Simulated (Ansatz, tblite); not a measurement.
Cost and result up the ladder for trans-PdH2(NH3)2 (PdN2H8) (11 atoms). Charge 0, multiplicity 1. Geometry: r2SCAN-D4/def2-SVP.

```xyz
11

Pd    0.003    0.000   -0.002
H     1.448   -0.227   -0.766
N     0.923    1.247    1.345
H     0.272    1.914    1.756
H     1.694    1.760    0.916
H     1.314    0.686    2.104
H    -1.442    0.226    0.762
N    -0.922   -1.246   -1.346
H    -1.396   -0.682   -2.053
H    -1.631   -1.820   -0.890
H    -0.262   -1.858   -1.825
```

Ansatz on 4 threads of Arm Neoverse V1 on a shared host; xTB runs through tblite on one thread. Times are rough, summed over both states, and most runs start from the orbitals of an earlier one. CCSD(T)/def2-TZVP serves as the yardstick here, not as an exact answer. The other state is a triplet at its own geometry.

In the def2 sets Pd takes a core potential; there is no spin–orbit coupling. The xTB rows come from tblite. HSE06 is defined as in plane-wave codes, on full-range PBE exchange. Correlated methods freeze 2 core orbitals; core or outer-core shells of Pd are correlated, in sets that lack core-valence functions. The name describes the singlet; other states may take another shape.

xTB has no spin-polarisation term.

```tsv
level	functions	triplet − singlet (eV)	difference from CCSD(T)/def2-TZVP (eV)
r2SCANh-D4/def2-TZVP	150	1.49	-0.20
PBE0-D4/def2-TZVP	150	1.54	-0.15
CAM-B3LYP-D4/def2-TZVP	150	1.55	-0.15
PBE-D4/def2-TZVP (with forces)	150	1.56	-0.14
RPA@PBE/def2-TZVP	150	1.59	-0.11
HSE06-D4/def2-TZVP	150	1.54	-0.15
ωB97X-V/def2-TZVP	150	1.62	-0.08
LDA (SPW92)/def2-TZVP	150	1.87	0.18
GFN1-xTB	33	2.13	0.44
r2SCAN-D4/def2-TZVP	150	1.52	-0.18
CCSD(T)/def2-TZVP	150	1.69	0.00
GFN2-xTB	25	2.25	0.55
```

(1) Estimate how long each takes.

Answers

(1) GFN2-xTB 0.006 s; GFN1-xTB 0.009 s; LDA (SPW92)/def2-TZVP 2.2 s; PBE-D4/def2-TZVP (with forces) 4 s; PBE0-D4/def2-TZVP 4.4 s; HSE06-D4/def2-TZVP 6.1 s; CAM-B3LYP-D4/def2-TZVP 6.5 s; r2SCAN-D4/def2-TZVP 7.5 s; RPA@PBE/def2-TZVP 8.6 s; r2SCANh-D4/def2-TZVP 9.6 s; ωB97X-V/def2-TZVP 16 s; CCSD(T)/def2-TZVP 4.4 min. On shared hardware such times vary by a factor of up to 3.
